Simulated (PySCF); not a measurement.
C4H3F5O2.
Structure used (PBE0-D3(BJ)/def2-SVP), in Å, numbered top down from 1:
```
atom  x, y, z in Å
C1     1.6090   -0.9489    0.5736
O2     0.6973   -0.0593    1.2008
C3    -0.0544    0.7055    0.4051
O4    -1.4128    0.4907    0.4297
C5    -1.9080   -0.4922   -0.3597
F6    -3.2141   -0.5024   -0.2156
F7    -1.4294   -1.6911   -0.0277
F8    -1.6119   -0.2925   -1.6414
C9     0.4099    1.7408   -0.2989
F10   -0.3207    2.5046   -1.0630
F11    1.6730    2.0889   -0.3023
H12    2.0740   -1.5341    1.3763
H13    1.0874   -1.6294   -0.1168
H14    2.3929   -0.3958    0.0324
```

Level: CAM-B3LYP/def2-SVPD in PySCF, non-relativistic, on one gas-phase PBE0-D3(BJ)/def2-SVP geometry that isn't relaxed in the solvent. The solvent is an IEF-PCM continuum (Bondi radii, 1.10 Å for H, scaled by 1.2), and excitations are vertical TDDFT with non-equilibrium linear response and a frozen core. Specific hydrogen bonds and non-electrostatic terms are outside this model.

Gas-phase singlets (H = HOMO, L = LUMO):

| state | E (eV) | λ (nm) | f | leading configurations |
| --- | --- | --- | --- | --- |
| S1 | 6.800 | 182 | 0.028 | H→L 77%, H→L+1 11% |
| S2 | 7.389 | 168 | 0.286 | H→L+1 74%, H→L 12% |
| S3 | 7.614 | 163 | 0.004 | H→L+2 29%, H→L+5 16% |
| S4 | 8.024 | 155 | 0.003 | H→L+4 55%, H→L+2 29% |
| S5 | 8.179 | 152 | 0.028 | H-1→L+1 45%, H-1→L 28% |

Q: What are the lowest 5 singlets in benzene (ε = 2.271)?

A: 
| state | E (eV) | λ (nm) | f | leading configurations | change by rank (eV) |
| --- | --- | --- | --- | --- | --- |
| S1 | 6.773 | 183 | 0.045 | H→L 82% | -0.027 |
| S2 | 7.283 | 170 | 0.353 | H→L+1 82% | -0.106 |
| S3 | 7.586 | 163 | 0.004 | H→L+2 24%, H→L+5 13% | -0.028 |
| S4 | 8.009 | 155 | 0.003 | H→L+4 53%, H→L+2 34% | -0.015 |
| S5 | 8.143 | 152 | 0.054 | H-1→L+1 53%, H-1→L 35% | -0.036 |

Q: Give the list for water (ε = 78.36), n² = 1.78.

A: 
| state | E (eV) | λ (nm) | f | leading configurations | change by rank (eV) |
| --- | --- | --- | --- | --- | --- |
| S1 | 6.785 | 183 | 0.038 | H→L 84% | -0.015 |
| S2 | 7.321 | 169 | 0.333 | H→L+1 83% | -0.068 |
| S3 | 7.552 | 164 | 0.003 | H→L+3 26%, H→L+6 18% | -0.062 |
| S4 | 7.958 | 156 | 0.004 | H→L+2 40%, H→L+4 35% | -0.066 |
| S5 | 8.134 | 152 | 0.064 | H-1→L+1 57%, H-1→L 32% | -0.045 |

Q: How do the frontier levels move from gas to water?

A: 
| orbital | gas (eV) | solvent (eV) | change (eV) | Löwdin shares, gas | Löwdin shares, solvent |
| --- | --- | --- | --- | --- | --- |
| LUMO+2 | 1.72 | 1.78 | +0.06 | C1 13 %, O4 11 %, H14 11 %, C5 8 % | F6 15 %, F11 13 %, O4 12 %, C5 11 % |
| LUMO+1 | 1.33 | 1.46 | +0.13 | C9 32 %, C3 20 %, F11 10 %, F10 10 % | C9 31 %, C3 21 %, F10 11 %, F11 10 % |
| LUMO | 0.87 | 1.02 | +0.15 | C9 22 %, C1 15 %, C3 10 %, F11 7 % | C9 23 %, C3 10 %, C1 10 %, C5 9 % |
| HOMO | -8.95 | -8.81 | +0.14 | C3 26 %, C9 25 %, O2 16 %, F10 10 % | C3 26 %, C9 25 %, O2 17 %, F10 10 % |
| HOMO-1 | -10.87 | -10.63 | +0.24 | O2 53 %, C1 15 %, H14 8 %, O4 7 % | O2 50 %, C1 17 %, H14 9 %, O4 6 % |
| HOMO-2 | -12.13 | -11.86 | +0.27 | O2 23 %, O4 23 %, C1 18 %, H12 10 % | C1 26 %, O2 25 %, H12 14 %, O4 12 % |
| HOMO-3 | -12.63 | -12.55 | +0.08 | O4 47 %, O2 13 %, C1 10 %, F8 8 % | O4 57 %, F8 8 %, O2 7 %, F7 7 % |

The HOMO–LUMO gap goes from 9.81 to 9.83 eV. Rows go by rank; for LUMO+2 the atom shares or the degeneracy differ between the runs, so the row needn't follow one orbital.

Time: 77 s; peak memory 1.3 GiB. Hardware: one thread of an Arm Neoverse V1, no GPU (shared host). This is the whole response run at CAM-B3LYP/def2-SVPD in water, SCF included.
